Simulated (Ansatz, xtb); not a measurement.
**Ligand exchange: SiH3Br + C2H4F2 → SiH4 + C2H3BrF2**

Species: SiH3Br `[SiH3]Br`, singlet; C2H4F2 (1,1-difluoroethane) `CC(F)F`, singlet; SiH4 (silane) `[SiH4]`, singlet; C2H3BrF2 `FC(F)CBr`, singlet. The partners trade Br for H: Si–Br and C–H bonds give way to Si–H and C–Br.

Shapes, held fixed at every level: PBE0-D4/def2-TZVP. Flexible molecules stand in one conformer, not always the lowest. Programs: Ansatz 0.2.0, xtb 6.7.1. Electronic energies: no zero-point or thermal term.

```tsv
level	kind	ΔE (kJ/mol)	less CCSD(T)/def2-TZVPP
GFN0-xTB	semi-empirical	+86.4	-68.7
r2SCAN-D4/def2-TZVPP	meta-GGA	+162.7	+7.6
PBE0-D4/def2-TZVPP	global hybrid	+161.4	+6.3
wB97M-V/def2-TZVPP	range-separated hybrid	+160.9	+5.8
wB97X-V/def2-TZVPP	range-separated hybrid	+158.7	+3.6
B2PLYP/def2-TZVPP	double hybrid	+161.2	+6.1
CCSD/def2-TZVPP	coupled cluster or CI	+157.7	+2.6
CCSD(T)/def2-TZVPP	coupled cluster or CI	+155.1	0.0
```

The highest level, CCSD(T)/def2-TZVPP, gives ΔE = +155.1 kJ/mol; the levels span +86.4 to +162.7. GFN0-xTB strays far from the other rows. The column of differences is taken from that level and isn't an error. No measured value is set beside it here. Relativity is left out for Br unless named. Correlated rows may include outer-core shells of Br, which these sets cover unevenly.
